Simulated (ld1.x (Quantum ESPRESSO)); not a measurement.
## Cr: one change to a PAW potential, before and after

ld1.x (Quantum ESPRESSO) 7.5 input, shortened:

```
&input
   title='Cr', zed=24., rel=1, dft='PBESOL', iswitch=3,
   config='[Ar] 3d5 4s1 4p0'
 /
 &inputp
   pseudotype=3, lpaw=.true., tm=.true., lloc=-2, rcloc=2.15,
   nlcc=.true.,
   which_augfun='PSQ', rmatch_augfun_nc=.true.
 /
6
4S  1  0   1.00   0.00  2.65  3.00  0.0
4S  1  0   0.00   1.70  2.65  3.00  0.0
4P  2  1   0.00   0.00  3.20  4.30  0.0
4P  2  1   0.00   0.30  3.20  4.30  0.0
3D  3  2   5.00   0.00  1.60  2.25  0.0
3D  3  2   0.00   0.90  1.60  2.25  0.0
 &test
   configts(1)='3d5 4s1 4p0'
 /
```

Change: wave 4s channel at 1.7 Ry: rcut 2.65, rcutus 3.00 bohr becomes 4s channel at 0.05 Ry: rcut 2.65, rcutus 3.00 bohr.

Cutoffs: the cutoffs (Ry, on a coarse ladder) from which the occupation-weighted sum of valence levels, in a spherical-Bessel basis at the reference potential, stays within 10 and 1 mRy of its value at 400 Ry; they do not see the model core or the augmentation charge, which bear on the density cutoff. Errors are all-electron minus pseudo energies relative to the spin-unpolarised reference configuration.

Task: Predict the effect on cutoff, ghosts and configuration errors.

Result: The potential gets neither clearly harder nor softer (18 Ry and 30 Ry → 18 Ry and 30 Ry); the errors of the 6 common tests hardly move; neither file shows a bound ghost at the reference potential, the only one tested.

| quantity | base | changed |
| --- | --- | --- |
| cutoff, loose | 18 Ry | 18 Ry |
| cutoff, tight | 30 Ry | 30 Ry |
| bound ghosts | none | none |
| tests counted (converged, no solver errors) | 6 of 7 | 6 of 7 |
| error for 3d5 4s0 4p0, meV [ΔE 6.87 eV] | -11 | -11 |
| error for 3d4 4s0 4p0, meV [ΔE 22.89 eV] | -101 | -101 |
| error for 3d3 4s0 4p0, meV [ΔE 53.59 eV] | -976 | -976 |
| error for 3d4 4s1 4p1, meV [ΔE 3.54 eV] | -79 | -78 |
| error for 3d4 4s2 4p0, meV [ΔE -0.09 eV] | -84 | -82 |
| error for 3d5 4s0.5 4p0, meV [ΔE 2.71 eV] | -2.5 | -2.6 |
| s: phases at 4.67 bohr within 0.05 rad from the reference energy up to (Ry; the scan ends near 5) | 3.2 | 2.7 |
| p: phases at 4.67 bohr within 0.05 rad from the reference energy up to (Ry; the scan ends near 5) | 1.1 | 1.1 |
| d: phases at 4.67 bohr within 0.05 rad from the reference energy up to (Ry; the scan ends near 5) | 4.5 | 4.5 |
| lowest overlap eigenvalue by channel | s 0.64, p 0.70, d 0.17 | s 0.40, p 0.70, d 0.17 |

Base: Tests not counted: 3d2 4s0 4p0 (solver errors, printed error -30.3 eV). Changed file: Tests not counted: 3d2 4s0 4p0 (solver errors, printed error -30.3 eV).
